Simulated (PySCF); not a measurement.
Members of one series of related molecules.

All values: PBE0/pcSseg-1 (PySCF) at GFN2-xTB geometries, gas phase, one conformer each.

(1) Rank by the highest IAO charge on any atom, lowest value first.
A. `C(S)[C@H](C[SiH2][SiH2]C)C`
B. `C[SiH2]CC1CSC1`
C. `C[C@@H]1CS[Si@@H](C)C1`
D. `[C@@H](CCC)(C)CS`
E. `C[C@@H](C[SiH3])CS`

(2) Rank by HOMO energy, lowest first.
A. `C[C@@H]1CS[Si@@H](C)C1`
B. `C[SiH2]CC1CSC1`
C. `C[C@@H](CS)C[SiH2][SiH3]`
D. `C[C@H](CS)CCC`

(3) Rank by dipole moment, highest first.
A. `[CH3:1][C@@H:2]1[CH2:3][S:4][Si@@H:5]([CH3:6])[CH2:7]1` with C1–C2–C3–S4 -179°, C2–C3–S4–Si5 36°, C3–S4–Si5–C6 -129°, S4–Si5–C7–C2 -17°
B. `[CH3:1][C@@H:2]([CH2:3][SH:4])[CH2:5][SiH2:6][SiH3:7]` with C1–C2–C3–S4 70°, C2–C3–S4–H -70°, C1–C2–C5–Si6 175°, C2–C5–Si6–Si7 -165°
C. `[CH3:1][C@@H:2]([CH2:3][SiH3:4])[CH2:5][SH:6]` with C1–C2–C3–Si4 -173°, C1–C2–C5–S6 64°, C2–C5–S6–H 61°
D. `[CH3:1][CH2:2][CH2:3][C@H:4]([CH3:5])[CH2:6][SH:7]` with C1–C2–C3–C4 -174°, C2–C3–C4–C5 -69°, C3–C4–C6–S7 -63°, C4–C6–S7–H -62° (2-methyl-1-pentanethiol)

Results:

(1) D (+0.153 e), A (+0.450 e), E (+0.587 e), B (+0.762 e), C (+0.837 e).

(2) C (-6.86 eV), D (-6.71 eV), A (-6.53 eV), B (-6.22 eV).

(3) A (2.32 D), B (2.07 D), D (1.80 D), C (1.52 D).

All values together:

```
                  SMILES                          change    formula  μ (D)  HOMO (eV)  LUMO (eV)  lowest IAO charge (e)  highest IAO charge (e)  lowest Hirshfeld charge (e)  highest Hirshfeld charge (e)
      C[SiH2]C[C@H](C)CS                          parent   C5H14SSi   1.54      -6.76       0.62             -0.717 (C)             +0.758 (Si)                   -0.212 (C)                   +0.346 (Si)
  C[C@@H]1CS[Si@@H](C)C1  ring closed by a new S-Si bond   C5H12SSi   2.32      -6.53       0.63             -0.722 (C)             +0.837 (Si)                   -0.214 (C)                   +0.349 (Si)
           CCC[C@H](C)CS                Si replaced by C     C6H14S   1.80      -6.71       0.74             -0.418 (C)              +0.153 (H)                   -0.117 (C)                    +0.048 (H)
C[C@@H](CS)C[SiH2][SiH3]                C replaced by Si  C4H14SSi2   2.07      -6.86       0.17             -0.523 (C)             +0.437 (Si)                   -0.164 (C)                   +0.242 (Si)
C[SiH2][SiH2]C[C@H](C)CS  SiH2 inserted into a C-Si bond  C5H16SSi2   1.80      -6.77      -0.10             -0.699 (C)             +0.450 (Si)                   -0.210 (C)                   +0.250 (Si)
          C[SiH2]CC1CSC1   ring closed by a new S-C bond   C5H12SSi   2.46      -6.22       0.40             -0.714 (C)             +0.762 (Si)                   -0.212 (C)                   +0.349 (Si)
      C[C@@H](C[SiH3])CS  terminal C group replaced by H   C4H12SSi   1.52      -6.79       0.45             -0.532 (C)             +0.587 (Si)                   -0.154 (C)                   +0.311 (Si)
```

Conformers: `[CH3:1][SiH2:2][CH2:3][C@H:4]([CH3:5])[CH2:6][SH:7]` with C1–Si2–C3–C4 -48°, Si2–C3–C4–C5 -63°, C3–C4–C6–S7 -173°, C4–C6–S7–H 61°; `[CH3:1][C@@H:2]1[CH2:3][S:4][Si@@H:5]([CH3:6])[CH2:7]1` with C1–C2–C3–S4 -179°, C2–C3–S4–Si5 36°, C3–S4–Si5–C6 -129°, S4–Si5–C7–C2 -17°; `[CH3:1][CH2:2][CH2:3][C@H:4]([CH3:5])[CH2:6][SH:7]` with C1–C2–C3–C4 -174°, C2–C3–C4–C5 -69°, C3–C4–C6–S7 -63°, C4–C6–S7–H -62°; `[CH3:1][C@@H:2]([CH2:3][SH:4])[CH2:5][SiH2:6][SiH3:7]` with C1–C2–C3–S4 70°, C2–C3–S4–H -70°, C1–C2–C5–Si6 175°, C2–C5–Si6–Si7 -165°; `[CH3:1][SiH2:2][SiH2:3][CH2:4][C@H:5]([CH3:6])[CH2:7][SH:8]` with C1–Si2–Si3–C4 -171°, Si2–Si3–C4–C5 -45°, Si3–C4–C5–C6 -61°, C4–C5–C7–S8 -173°, C5–C7–S8–H 60°; `[CH3:1][SiH2:2][CH2:3][CH:4]1[CH2:5][S:6][CH2:7]1` with C1–Si2–C3–C4 -179°, Si2–C3–C4–C5 -67°, C3–C4–C5–S6 -136°, C4–C5–S6–C7 12°, C5–S6–C7–C4 -12°, C3–C4–C7–S6 136°; `[CH3:1][C@@H:2]([CH2:3][SiH3:4])[CH2:5][SH:6]` with C1–C2–C3–Si4 -173°, C1–C2–C5–S6 64°, C2–C5–S6–H 61°.

Task: Give the shifts from the parent, `C[SiH2]C[C@H](C)CS`.

Result: 
| SMILES | change in μ (D) | change in HOMO (eV) | change in LUMO (eV) |
| --- | --- | --- | --- |
| C[C@@H]1CS[Si@@H](C)C1 | +0.78 | +0.23 | +0.01 |
| CCC[C@H](C)CS | +0.26 | +0.05 | +0.12 |
| C[C@@H](CS)C[SiH2][SiH3] | +0.53 | -0.10 | -0.45 |
| C[SiH2][SiH2]C[C@H](C)CS | +0.26 | -0.01 | -0.72 |
| C[SiH2]CC1CSC1 | +0.92 | +0.54 | -0.22 |
| C[C@@H](C[SiH3])CS | -0.02 | -0.03 | -0.17 |
